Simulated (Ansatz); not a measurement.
Species: C3HN, SMILES `C#CC#N` (charge 0, multiplicity 1).

**Question.** Give a relaxed geometry from B3LYP-D3(BJ)/def2-TZVP (Ansatz, a program for electronic structure).

**Answer.** the end point of this relaxation (outside a Z-matrix the atoms follow the SMILES, hydrogens last).
Bonds (Å): C1–C2 1.201, C1–H5 1.063, C2–C3 1.368, C3–N4 1.155. Angles (°): C2–C1–H5 180.0, C1–C2–C3 180.0, C2–C3–N4 180.0.
